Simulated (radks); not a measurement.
The numbers below are computed, except where a source is named.
Problem. All-electron atom: Ni I in [Ar] 3d7.5 4s1.5 4p1 (fractional occupations, a model configuration). Level of theory: Dirac Kohn-Sham, LDA (Slater exchange, Perdew-Wang correlation), spin-unpolarised, spherical densities, finite nucleus; open shells fill j = l - 1/2 first; Fermi nuclear charge, rms radius 3.7757 fm (a radial shooting solver on a logarithmic mesh with Libxc functionals). Some entries of the table are withheld. Estimate them.

| orbital | occ. | eigenvalue (Ry) | <1/r> (bohr^-1) |
|---|---|---|---|
| 1s1/2 | 2 | -602.5401 | (1) |
| 2s1/2 | 2 | -72.37609 | 6.085 |
| 2p1/2 | 2 | (2) | 6.044 |
| 2p3/2 | 4 | (3) | 5.919 |
| 3s1/2 | 2 | -8.47883 | (4) |
| 3p1/2 | 2 | -5.70006 | 1.801 |
| 3p3/2 | 4 | -5.53554 | 1.771 |
| 3d3/2 | 4 | -1.00646 | 1.404 |
| 3d5/2 | 3.5 | -0.98789 | 1.396 |
| 4s1/2 | 1.5 | -0.56120 | 0.5005 |
| 4p1/2 | 1 | -0.18552 | (5) |
| 4p3/2 | 0 | -0.17965 | (6) |

Solution. 
(1) 1s1/2 <1/r> (bohr^-1): 28.05
(2) 2p1/2 eigenvalue (Ry): -63.26267
(3) 2p3/2 eigenvalue (Ry): -61.98097
(4) 3s1/2 <1/r> (bohr^-1): 1.928
(5) 4p1/2 <1/r> (bohr^-1): 0.3539
(6) 4p3/2 <1/r> (bohr^-1): 0.3482
